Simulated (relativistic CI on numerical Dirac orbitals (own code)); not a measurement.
## Rh XLIV: computed level list

Method of calculation: Dirac-Coulomb-Breit CI, separate exchange-only KLI orbitals for each configuration, model QED (radiative potential, 1s self-energy scaled to tabulated hydrogen-like ionisation energies), unscaled Slater integrals (own radial code, finite nucleus).

CI space: 1s², 1s2s, 1s2p, 1s3s, 1s3p, 1s3d, 1s4s, 1s4p, 1s4d, 1s4f, 1s5s, 1s5p, 1s5d, 1s5f, 1s5g, 1s6s, 1s6p, 1s6d. Levels of other configurations are missing.

```
No.  Configuration  Term  J   E (eV)    %  Next component (%)  jj configuration (%)
  1            1s²    ¹S  0      0.0  100                              closed (100)
  2           1s2s    ³S  1  20594.0  100                               1s 2s (100)
  3           1s2p   ³P°  0  20655.6  100                            1s 2p1/2 (100)
  4           1s2p   ³P°  1  20655.9   74              26 ¹P°         1s 2p1/2 (99)
  5           1s2s    ¹S  0  20658.6  100                               1s 2s (100)
  6           1s2p   ³P°  2  20830.2  100                            1s 2p3/2 (100)
  7           1s2p   ¹P°  1  20859.5   74              26 ³P°         1s 2p3/2 (99)
  8           1s3s    ³S  1  24456.0  100                               1s 3s (100)
  9           1s3p   ³P°  0  24472.9  100                            1s 3p1/2 (100)
 10           1s3p   ³P°  1  24473.0   73              27 ¹P°         1s 3p1/2 (99)
 11           1s3s    ¹S  0  24473.2  100                               1s 3s (100)
 12           1s3p   ³P°  2  24524.8  100                            1s 3p3/2 (100)
 13           1s3d    ³D  2  24532.0   61               39 ¹D        1s 3d3/2 (100)
 14           1s3d    ³D  1  24532.8  100                            1s 3d3/2 (100)
 15           1s3p   ¹P°  1  24533.1   73              27 ³P°         1s 3p3/2 (99)
 16           1s3d    ³D  3  24549.1  100                            1s 3d5/2 (100)
 17           1s3d    ¹D  2  24550.0   61               39 ³D        1s 3d5/2 (100)
 18           1s4s    ³S  1  25793.0  100                               1s 4s (100)
 19           1s4p   ³P°  0  25799.9  100                            1s 4p1/2 (100)
 20           1s4p   ³P°  1  25800.0   73              27 ¹P°        1s 4p1/2 (100)
 21           1s4s    ¹S  0  25800.0  100                               1s 4s (100)
 22           1s4p   ³P°  2  25821.8  100                            1s 4p3/2 (100)
 23           1s4d    ³D  2  25824.8   61               39 ¹D        1s 4d3/2 (100)
 24           1s4d    ³D  1  25825.1  100                            1s 4d3/2 (100)
 25           1s4p   ¹P°  1  25825.2   73              27 ³P°        1s 4p3/2 (100)
 26           1s4d    ³D  3  25832.0  100                            1s 4d5/2 (100)
 27           1s4f   ³F°  3  25832.2   57              43 ¹F°        1s 4f5/2 (100)
 28           1s4f   ³F°  2  25832.4  100                            1s 4f5/2 (100)
 29           1s4d    ¹D  2  25832.4   61               39 ³D        1s 4d5/2 (100)
 30           1s4f   ³F°  4  25835.8  100                            1s 4f7/2 (100)
 31           1s4f   ¹F°  3  25835.9   57              43 ³F°        1s 4f7/2 (100)
 32           1s5s    ³S  1  26407.1  100                               1s 5s (100)
 33           1s5p   ³P°  0  26410.6  100                            1s 5p1/2 (100)
 34           1s5p   ³P°  1  26410.6   73              27 ¹P°        1s 5p1/2 (100)
 35           1s5s    ¹S  0  26410.7  100                               1s 5s (100)
 36           1s5p   ³P°  2  26421.8  100                            1s 5p3/2 (100)
 37           1s5d    ³D  2  26423.3   61               39 ¹D        1s 5d3/2 (100)
 38           1s5d    ³D  1  26423.5  100                            1s 5d3/2 (100)
 39           1s5p   ¹P°  1  26423.5   73              27 ³P°        1s 5p3/2 (100)
 40           1s5d    ³D  3  26427.0  100                            1s 5d5/2 (100)
 41           1s5f   ³F°  3  26427.1   57              43 ¹F°        1s 5f5/2 (100)
 42           1s5f   ³F°  2  26427.2  100                            1s 5f5/2 (100)
 43           1s5d    ¹D  2  26427.2   61               39 ³D        1s 5d5/2 (100)
 44           1s5f   ³F°  4  26428.9  100                            1s 5f7/2 (100)
 45           1s5g    ³G  4  26428.9   55               45 ¹G        1s 5g7/2 (100)
 46           1s5g    ³G  3  26429.0  100                            1s 5g7/2 (100)
 47           1s5f   ¹F°  3  26429.0   57              43 ³F°        1s 5f7/2 (100)
 48           1s5g    ³G  5  26430.0  100                            1s 5g9/2 (100)
 49           1s5g    ¹G  4  26430.1   55               45 ³G        1s 5g9/2 (100)
 50           1s6s    ³S  1  26738.9  100                               1s 6s (100)
 51           1s6p   ³P°  0  26740.9  100                            1s 6p1/2 (100)
 52           1s6p   ³P°  1  26740.9   73              27 ¹P°        1s 6p1/2 (100)
 53           1s6s    ¹S  0  26740.9  100                               1s 6s (100)
 54           1s6p   ³P°  2  26747.4  100                            1s 6p3/2 (100)
 55           1s6d    ³D  2  26748.2   61               39 ¹D        1s 6d3/2 (100)
 56           1s6d    ³D  1  26748.3  100                            1s 6d3/2 (100)
 57           1s6p   ¹P°  1  26748.3   73              27 ³P°        1s 6p3/2 (100)
 58           1s6d    ³D  3  26750.4  100                            1s 6d5/2 (100)
 59           1s6d    ¹D  2  26750.5   61               39 ³D        1s 6d5/2 (100)
```

Energies count from the lowest computed level; ° marks odd parity. Filled j subshells are mostly left out of the jj labels.

The mean weight of the leading LS term, summed over parents, in these 59 levels is 86 %, and that of the leading jj configuration (from the same eigenvectors) 100 %, so jj coupling describes them better and the LS labels are nominal.

At this charge energies of transitions that change n are usually good to better than 1 %, and those within a shell (Δn = 0) to a few per cent.

LS names give the leading component of a level, which can be under half, so a name can repeat, a term be missing and a line seem to break the LS rules.
